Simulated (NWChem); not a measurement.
C$_{3}$H$_{7}$NSi; SMILES C=C/C=N/[SiH3]

```xyz
12

C      0.7552     2.5497     0.0000
C     -0.4605     1.9908     0.0000
C     -0.6683     0.5305     0.0000
N      0.2878    -0.3064     0.0000
Si     0.1254    -2.0507     0.0000
H      1.6437     1.9110     0.0000
H      0.8901     3.6339     0.0000
H     -1.3616     2.6131     0.0000
H     -1.7394     0.2276     0.0000
H     -0.6129    -2.5218     1.2159
H     -0.6129    -2.5218    -1.2159
H      1.4822    -2.6636     0.0000
```
Atoms are numbered in this order, from 1.

STO-3G and 3-21G are far too small for this property and stand as cheap habits. Geometry: optimised at PBE0/def2-SVP. No frequency run checked for a minimum.

**Question.** Give the principal values of the shielding tensors (ppm) of C1, C2, C3, N4, Si5 from Hartree-Fock/STO-3G, GIAO (NWChem), with their diamagnetic and paramagnetic parts as GIAO splits them.

**Answer.** 
| atom | σ11 | σ22 | σ33 | isotropic | diamagnetic | paramagnetic |
|---|---|---|---|---|---|---|
| C1 | 19.1 | 139.3 | 224.9 | 127.8 | 253.6 | -125.8 |
| C2 | 13.4 | 141.3 | 217.1 | 123.9 | 253.4 | -129.5 |
| C3 | -13.9 | 143.5 | 191.5 | 107.0 | 254.4 | -147.3 |
| N4 | -485.1 | 9.3 | 409.3 | -22.2 | 317.7 | -339.9 |
| Si5 | 591.4 | 616.4 | 666.5 | 624.8 | 867.4 | -242.6 |
